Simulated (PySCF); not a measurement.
Spin-orbit coupling and the second ionisation energy along the 3d series

Two-component X2C-1e calculated with PySCF 2.14: MP2 on generalised Hartree-Fock spinors (GMP2), with spin-orbit coupling off and on (screened by Boettger's factors); no Breit or QED terms. Values in eV; the references (NIST) lie between the lowest levels. Elements whose determinants are no pure J levels are left out.

| element | configurations | spin-free | with spin-orbit | shift | reference |
| --- | --- | --- | --- | --- | --- |
| Mn (x2c-SVPall-2c, [Ne] frozen) | [Ar] 3d5 4s1 → [Ar] 3d5 | 15.199 | 15.199 | 0.000 | 15.640 |
| Fe (x2c-SVPall-2c, [Ne] frozen) | [Ar] 3d6 4s1 → [Ar] 3d6 | 15.696 | 15.695 | -0.001 | 16.199 |
| Co (x2c-SVPall-2c, [Ne] frozen) | [Ar] 3d8 → [Ar] 3d7 | 16.682 | 16.669 | -0.014 | 17.084 |
| Ni (x2c-SVPall-2c, [Ne] frozen) | [Ar] 3d9 → [Ar] 3d8 | 18.005 | 17.954 | -0.051 | 18.169 |
| Cu (x2c-SVPall-2c, [Ne] frozen) | [Ar] 3d10 → [Ar] 3d9 | 20.458 | 20.353 | -0.106 | 20.292 |
| Zn (x2c-SVPall-2c, [Ne] frozen) | [Ar] 3d10 4s1 → [Ar] 3d10 | 17.335 | 17.335 | 0.000 | 17.964 |

The largest shift is at Cu, -0.106 eV, where spin-orbit coupling lowers the species with fewer electrons by more than the one with more (starting occupations closed and 3d3/2^4 3d5/2^5).

What remains against the references is mostly the basis and correlation beyond MP2.
